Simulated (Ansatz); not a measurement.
```yaml
crystal:
  periodic: [false, false, false]
  atoms:
    - {symbol: C, position_ang: [-1.197350, -2.177566, 1.163306]}
    - {symbol: O, position_ang: [-0.435140, -1.171713, 0.532522]}
    - {symbol: Ta, position_ang: [-0.571656, 0.661677, 0.258549]}
    - {symbol: F, position_ang: [-2.228042, 0.657269, 1.193764]}
    - {symbol: Cl, position_ang: [-1.762279, 1.400760, -1.595477]}
    - {symbol: Cl, position_ang: [0.268372, 2.038865, 1.924183]}
    - {symbol: O, position_ang: [1.010298, 0.788517, -0.710329]}
    - {symbol: C, position_ang: [2.059186, 1.199607, -1.521396]}
    - {symbol: H, position_ang: [-1.458946, -2.935585, 0.422399]}
    - {symbol: H, position_ang: [-2.106616, -1.756153, 1.597994]}
    - {symbol: H, position_ang: [-0.591558, -2.636566, 1.947101]}
    - {symbol: H, position_ang: [2.656659, 1.952737, -0.999385]}
    - {symbol: H, position_ang: [2.694571, 0.345336, -1.768550]}
    - {symbol: H, position_ang: [1.662492, 1.632836, -2.444680]}
basis:
  gaussian: {orbitals: def2-mTZVP}
hamiltonian: {xc: {name: B3LYP-D3}}
accuracy: high
```

```sh
$ ansatz run in.yaml --threads 2 --pin off --events-out ev --progress --plain --max-ram 22528MiB --backend cpu
```

Q: How does Ansatz answer? (Estimate.)

A: Ansatz gave: The program refused the input.
```
Error: YAML parse error: error: line 20 column 19: hamiltonian.xc: no functional is named "B3LYP-D3"; the names, which are not case-sensitive, are SVWN5, SPW92, PBE, PBE0, PBEsol, revPBE, revPBE0, RPBE, rPW86-PBE, HSE06, wPBEh, LC-wPBE, HISS, HF, BLYP, B3LYP, B3LYP5, BHLYP, CAM-B3LYP, r2SCAN, r2SCANh, r2SCAN0, r2SCAN50, m-r2SCAN, B97, wB97, wB97X, wB97X-V, B97M-V, wB97M-V, B2PLYP, B2GP-PLYP, PBE0-DH, PBE-QIDH
  --> <input>:20:19
   |
18 | basis:
19 |   gaussian: {orbitals: def2-mTZVP}
20 | hamiltonian: {xc: {name: B3LYP-D3}}
   |                   ^ hamiltonian.xc: no functional is named "B3LYP-D3"; the names, which are not case-sensitive, are SVWN5, SPW92, PBE, PBE0, PBEsol, revPBE, revPBE0, RPBE, rPW86-PBE, HSE06, wPBEh, LC-wPBE, HISS, HF, BLYP, B3LYP, B3LYP5, BHLYP, CAM-B3LYP, r2SCAN, r2SCANh, r2SCAN0, r2SCAN50, m-r2SCAN, B97, wB97, wB97X, wB97X-V, B97M-V, wB97M-V, B2PLYP, B2GP-PLYP, PBE0-DH, PBE-QIDH
21 | accuracy: high
   |
```

HSE06 is defined as in plane-wave codes.
